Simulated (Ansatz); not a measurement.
C₂H₃Cl₂FSi, SMILES F/C([SiH2]Cl)=C/Cl.

The structure is a stationary point at B3LYP-D3(BJ)/def2-SVP. The structure was generated by enumeration; whether it is a known compound was not checked. The values are those of a single conformer.

Two levels are set side by side: PBE/def2-TZVPD (Ansatz, an electronic-structure program) and PBE0/def2-TZVPD (Ansatz). Energy differences of separate SCF runs at the same geometry; the states with an electron removed or added have multiplicity 2 and 2. Differences are taken from unrounded values.

```csv
quantity,PBE0
vertical ionisation energy (eV),9.75
vertical singlet–triplet gap (eV),3.53
```

Task: What does PBE give, and how far is it from PBE0? (An estimate is asked for; the answer gives what the named calculation found.)

Result: 
```
quantity                            PBE  PBE minus PBE0
---------------------------------  ----  --------------
vertical ionisation energy (eV)    9.49           -0.26
vertical singlet–triplet gap (eV)  3.56            0.03
```
